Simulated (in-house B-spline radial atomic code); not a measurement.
A run on As- that did not converge. Method: scalar-relativistic (X2C) r2SCAN0, spin-polarised, spherical fractional occupations, exact exchange averaged over the configuration, Fermi nucleus of rms radius 4.0968 fm; computed with a B-spline radial code for spherical atoms.

Command:
```bash
python run_scf.py task.json out
```
Settings (nuclear radius in fm, mass in u):
```
Z                33
configuration    [Ar] 3d10 4s2 4p4
hamiltonian      x2c
method           r2scan0
spin_polarised   True
nucleus          fermi
rms_radius       4.0968
atomic_mass      74.92159
speed_of_light   137.035999084
exact_exchange   averaged over the configuration
```

First and last ten iterations of the last attempt (damped for 15 steps, keeping 80 % of the old Fock matrix, then DIIS):
```
 iter        energy (Eh)    residual
    1       -2260.697762    6.72e-02
    2       -2251.202544    7.37e-02
    3       -2256.007615    6.05e-02
    4       -2257.990587    5.74e-02
    5       -2260.455832    6.76e-02
    6       -2260.583773    4.64e-02
    7       -2260.656662    3.42e-02
    8       -2260.699542    2.45e-02
    9       -2260.725031    1.79e-02
   10       -2260.740086    1.29e-02
  111       -2260.544095    3.18e-02
  112       -2260.754238    6.56e-03
  113       -2260.755144    6.17e-03
  114       -2260.754618    6.36e-03
  115       -2260.724312    1.29e-02
  116       -2260.739341    9.67e-03
  117       -2260.722021    1.25e-02
  118       -2260.724642    1.25e-02
  119       -2260.761433    1.79e-03
  120       -2260.752045    6.52e-03
 not converged after 120 iterations
```

The smallest residual met was 1.8e-03; the threshold is about 3e-07. No energy from this run should be used. Run time, properties included: 9.4 s on 1 thread of Arm Neoverse N1, on a shared host.
